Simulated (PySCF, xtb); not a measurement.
BH6NO2Si, SMILES OB([SiH2]N)O.

xtb 6.7.1 with GFN2-xTB at its own geometry gives an orbital gap of 4.37 eV and a dipole moment of 2.06 D.

Geometry: B3LYP-D3(BJ)/def2-SVP. The structure was generated by enumeration, and PubChem lists no compound with its InChIKey, so it may never have been made. Other conformers were not sampled.

Question: What does PySCF with PBE0/def2-TZVP give? (An estimate is asked for; the answer gives what the named calculation found.)

Answer: gap 7.33 eV (levels -7.56 and -0.23 eV), dipole 1.82 D.
